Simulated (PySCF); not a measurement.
F₄Hf, SMILES [F][Hf+]([F])([F])[F] (connectivity only; charge and spin as stated), charge +1, multiplicity 2.

Geometry: B3LYP-D3(BJ)/def2-SVP. The spin state was assumed, not searched. The def2 effective core potentials stand for the cores of Hf; spin–orbit coupling is left out.

These are B3LYP-D3(BJ)/def2-SVP run with PySCF values and carry that method's errors.

Frequencies are harmonic and unscaled.

Problem. Estimate the vibrational spectrum. (The exact figures need the calculation; the answer reports its results.)

Solution. 
```csv
mode,ν (cm⁻¹),IR (km/mol),moving atoms (share of kinetic energy)
1,46,46.3,"F 79 %, Hf 21 %"
2,120,0.0,F 100 %
3,121,9.8,"F 85 %, Hf 15 %"
4,162,9.5,F 93 %
5,288,11.6,F 94 %
6,372,25.1,F 93 %
7,582,45.1,"F 90 %, Hf 10 %"
8,739,64.0,F 93 %
9,741,131.5,"F 86 %, Hf 14 %"
```
